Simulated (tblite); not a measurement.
Compound: C₆H₁₄OSi₂.
SMILES with atom numbers: `[OH:1][CH2:2][CH2:3][C@@H:4]1[CH2:5][SiH2:6][CH:7]=[C:8]1[SiH3:9]` (hydrogens: H10 on O1; H11, H12 on C2; H13, H14 on C3; H15 on C4; H16, H17 on C5; H18, H19 on Si6; H20 on C7; H21, H22, H23 on Si9)

Computed geometry: GFN2-xTB, gas phase.

Q: What internal coordinates does the optimisation give?

A: 
| bond | length (bohr) |
| --- | --- |
| O1–C2 | 2.664 |
| C2–C3 | 2.887 |
| C3–C4 | 2.902 |
| C4–C5 | 2.912 |
| C5–Si6 | 3.601 |
| Si6–C7 | 3.540 |
| C7=C8 | 2.526 |
| C8–Si9 | 3.566 |
| C4–C8 | 2.852 |
| O1–H10 | 1.821 |
| C2–H11 | 2.064 |
| C2–H12 | 2.077 |
| C3–H13 | 2.070 |
| C3–H14 | 2.067 |
| C4–H15 | 2.074 |
| C5–H16 | 2.056 |
| C5–H17 | 2.060 |
| Si6–H18 | 2.770 |
| Si6–H19 | 2.773 |
| C7–H20 | 2.040 |
| Si9–H21, Si9–H22, Si9–H23 | 2.769 |

Bonds in one row agree within 0.02 bohr and their mean is given. A selection of angles:
| angle | degrees |
| --- | --- |
| O1–C2–C3 | 112.3 |
| C2–C3–C4 | 113.5 |
| C3–C4–C5 | 112.6 |
| C3–C4–C8 | 109.8 |
| C5–C4–C8 | 110.4 |
| C4–C5–Si6 | 107.0 |
| C5–Si6–C7 | 90.2 |
| Si6–C7–C8 | 113.0 |
| C7–C8–Si9 | 123.6 |
| C4–C8–C7 | 117.0 |
| C4–C8–Si9 | 119.4 |
| H10–O1–C2 | 108.7 |

Dihedral angles: O1–C2–C3–C4 175° (antiperiplanar); C2–C3–C4–C5 64° (synclinal); C3–C4–C5–Si6 -107° (anticlinal); C4–C5–Si6–C7 -13° (synperiplanar); C5–Si6–C7–C8 8° (synperiplanar); Si6–C7–C8–Si9 179° (antiperiplanar); C3–C4–C8–C7 113° (anticlinal); H10–O1–C2–C3 57° (synclinal).

The 3 C–Si bonds span 1.874 Å (Si6–C7, drawn single) to 1.905 Å (C5–Si6, drawn single), a spread of 0.031 Å. Of the pairs four or more bonds apart, Si9···H14 is among the closest relative to their van der Waals radii: 2.96 Å, 90 % of the sum of Bondi's values. Si6 (SiH2 silicon) has angles from 90.2° to 114.7°. Si9 (SiH3 silicon) is tetrahedral (angles from 108.7° to 110.1°). The 5-membered ring C4–C5–Si6–C7–C8 has internal angles of 90.2° to 117.0° (sum 538°, against 540° for a flat polygon); it is puckered, 0.08 Å rms from its mean plane, widest ring torsion 16°. O1 (alcohol oxygen) is bent (angle 108.7°). The 5 C–C bonds span 1.337 Å (C7=C8, drawn double) to 1.541 Å (C4–C5, drawn single), a spread of 0.204 Å.

Point group: C1 (no symmetry element, even within 0.4 Å). Its GFN2-xTB frequencies are all real (lowest 54 cm⁻¹). One conformer, not necessarily the lowest (H–O1–C2–C3 57°, O1–C2–C3–C4 175°, C2–C3–C4–C5 64°, C3–C4–C5–Si6 -107°, C4–C5–Si6–C7 -13°, C5–Si6–C7–C8 8°, C3–C4–C8–C7 113°). 3 starts were optimised and ended at 0.00, 1.73 and 1.91 kcal/mol (GFN2-xTB); the lowest of these is shown.

Hardware: one thread, Intel Xeon at 2.70 GHz (x86_64), no GPU (shared host). Cost: 2.6 s wall. This is the geometry optimisation.
